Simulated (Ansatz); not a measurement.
A nudged elastic band was laid between two geometries of ClH4NO2Zr + H2 (11 atoms, charge 0, multiplicity 1).

Theory: RKS B3LYP-D4/def2-SVP (Ansatz 0.2.0).

- movable images: 7
- climbing image: yes
- spring: 5.0 eV/Å²
- optimiser: quadratic models (default)
- start path: through a guess of the saddle point
- force threshold: 0.05 eV/Å
- iteration limit: 60
- end points: relaxed

Initial state:

```xyz
11
Properties=species:S:1:pos:R:3
Zr -0.219 0.122 -0.027
Cl -0.117 0.323 2.372
N 1.665 0.122 -0.787
H 2.263 -0.698 -0.889
H 2.176 0.937 -1.123
O -1.095 1.681 -0.731
H -1.700 2.359 -1.037
O -1.025 -1.570 -0.453
H -1.548 -2.354 -0.629
H 1.977 -2.659 1.730
H 1.617 -2.077 2.064
```

Final state:

```xyz
11
Properties=species:S:1:pos:R:3
Zr 0.040 0.200 -0.118
Cl 0.577 0.424 2.219
N 1.715 0.489 -1.232
H 2.374 -0.231 -1.528
H 2.039 1.386 -1.591
O -1.198 1.592 -0.592
H -1.938 2.175 -0.770
O -0.537 -1.606 -0.419
H -0.961 -2.464 -0.485
H 0.954 -3.268 2.463
H 0.927 -2.511 2.544
```

(1) What changes between the two ends?

(2) What energy profile does the band end with?

Results:

(1) No bond is made or broken.

(2) The forces met the threshold. The highest image is number 8 of 0 to 8, 0.011 eV above the first end and 0.000 eV above the last; the last end lies 0.011 eV above the first. The highest image is an end point: on this band no image between the ends rises above it.

| image | path coordinate (Å) | energy (eV) |
| --- | --- | --- |
| 0 | 0.00 | 0.000 |
| 1 | 0.28 | 0.000 |
| 2 | 0.56 | 0.001 |
| 3 | 0.84 | 0.002 |
| 4 | 1.11 | 0.004 |
| 5 | 1.39 | 0.009 |
| 6 | 1.86 | 0.007 |
| 7 | 2.32 | 0.009 |
| 8 | 2.78 | 0.011 |

Run time: 9.5 min on 4 threads of Arm Neoverse V2, with other jobs on the host, peak memory 0.31 GiB.
